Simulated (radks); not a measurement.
Removal energies from the phosphorus ion P6+, [He] 2s2 2p(1/2: 2, 3/2: 3), by Delta-SCF beside the eigenvalue of the level emptied. Method: Dirac Kohn-Sham, relativistic LDA (MacDonald-Vosko exchange, VWN5 correlation), spin-unpolarised, spherical densities, finite nucleus; Fermi nuclear charge, rms radius of each element as measured or else 0.836 A^(1/3) + 0.57 fm; computed with a radial shooting solver on a logarithmic mesh with Libxc functionals. Sub-shells are occupied by j as written (lower j first in brackets).

| removed from | final configuration | Delta-SCF (eV) | -eigenvalue (eV) |
|---|---|---|---|
| 2p3/2 | [He] 2s2 2p(1/2: 2, 3/2: 2) | 267.15 | 243.80 |
| 2p1/2 | [He] 2s2 2p(1/2: 1, 3/2: 3) | 268.25 | 244.81 |
| 2s1/2 | [He] 2s1 2p(1/2: 2, 3/2: 3) | 311.96 | 290.55 |
| 1s1/2 | 1s1 2s2 2p(1/2: 2, 3/2: 3) | 2302.1 | 2208.7 |
